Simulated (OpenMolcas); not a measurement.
## Ti2+: ligand-field states by method

Ti2+ with its 6 nearest fluoride ions at 2.106 Å, on the Mg site of KMgF3 (a = 3.973 Å, distance in the model lattice 1.986 Å). The rest of the host is ab initio model potentials to 7.6 Å, with orthogonalisation functions on the cations behind the ligands, and point charges beyond; the distance is set by hand and nothing relaxes. Ligand basis ANO-RCC-VDZP.
```
Ti    0.0000    0.0000    0.0000
F     2.1060    0.0000    0.0000
F     0.0000    2.1060    0.0000
F    -2.1060    0.0000    0.0000
F     0.0000   -2.1060    0.0000
F     0.0000    0.0000    2.1060
F     0.0000    0.0000   -2.1060
```

* Program: OpenMolcas
* Basis: ANO-RCC-VTZP [6s5p3d2f1g]
* Scalar Hamiltonian: DKH2, point nucleus
* Active space: 2 electrons in 5 orbitals (3d)
* State averaging: 2S+1 = 3 even, 10 roots; 2S+1 = 1 even, 15 roots
* Spin-orbit coupling: RASSI with atomic mean-field integrals over the reference wave functions

I. CASSCF
II. SS-CASPT2, IPEA 0.25 Eh, imaginary shift 0.1 Eh (closed shells correlated: 3s 3p and the ligand valence shells)

Spin-free states (labels of O, the rotations of Oh) in cm-1, each column counted from its own energy of the first state listed:

| State | Degeneracy | I | II |
| --- | --- | --- | --- |
| 3T1 | 3 | 0 | 0 |
| 3T2 | 3 | 11798 | 12890 |
| 1T2 | 3 | 12028 | 9190 |
| 1E | 2 | 12210 | 9700 |
| 3T1 | 3 | 23638 | 22010 |
| 1A1 | 1 | 24397 | 19510 |
| 3A2 | 1 | 25330 | 27110 |
| 1T2 | 3 | 26097 | 24070 |
| 1T1 | 3 | 28776 | 26810 |
| 1E | 2 | 39921 | 38570 |
| 1A1 | 1 | 58648 | 52120 |

From I to II, I's first state of the same spin (3T2) moves from 11798 to 12890 cm-1, by about +1100 cm-1.

From I to II, I's first state of another spin (1T2) moves from 12028 to 9190 cm-1, by about -2800 cm-1.

I: A least-squares ligand-field fit to the states below 45000 cm-1, each weighted by its degeneracy and with a free common offset, gives 10Dq = 13683 cm-1, B = 867 cm-1 and C = 3242 cm-1 (C/B = 3.74), with an rms deviation of 219 cm-1. The same method and metal basis give the free ion B = 891 cm-1 (fit to its terms below 60000 cm-1, rms deviation 68 cm-1), so the nephelauxetic ratio is β = 867 / 891 = 0.97; it hangs on how both fits weigh the states, and computed free-ion B values tend to be too large, so β mixes covalency with correlation.

II: A least-squares ligand-field fit to the states below 45000 cm-1, each weighted by its degeneracy and with a free common offset, gives 10Dq = 14566 cm-1, B = 691 cm-1 and C = 2531 cm-1 (C/B = 3.66), with an rms deviation of 283 cm-1. The same method and metal basis give the free ion B = 791 cm-1 (fit to its terms below 60000 cm-1, rms deviation 557 cm-1), so the nephelauxetic ratio is β = 691 / 791 = 0.87; it hangs on how both fits weigh the states, and computed free-ion B values tend to be too large, so β mixes covalency with correlation.

From I to II, 10Dq changes by +6 %, B by -20 % and C by -22 %.

χT at 300 K: I 1.09, II 1.09 cm3 K/mol.

Roots that are degenerate in the reference are averaged as groups; the widest CASPT2 spread within a group is 37 cm-1 (the 3-fold group of multiplicity 3 near 12900 cm-1 above the lowest state of its run, II). Shifts and gaps below about the spread of the groups concerned are not significant. Over all roots computed the reference weight is 0.74 to 0.75 in II; a low but even weight reflects the number of correlated electrons. An orbital triplet at a regular site is open to Jahn-Teller coupling, which can distort the site and quench the lowest spin-orbit gaps and is left out. Ligand-to-metal charge-transfer states are missing. With no ligand orbital active B as a rule stays too high, so bands that hang on it stand too high and its fall with covalency is understated. Without dynamic correlation the repulsion within the d shell is too large (B by tens of per cent), so at a given field states of lower spin stand too high (holds for I). With metal d orbitals alone and no dynamic correlation 10Dq can be off by a tenth to a fifth, either way, in oxide and fluoride hosts (holds for I). With one d shell and no ligand orbital active, 10Dq can be off by tens of per cent for divalent 3d ions, low with halides held by bare charges and at times high in hosts (holds for II). Free-ion shares, where given, are those of the reference states; single-state CASPT2 does not remix them (holds for II). No measured value stands beside these numbers; the geometry was set by hand and not optimised.
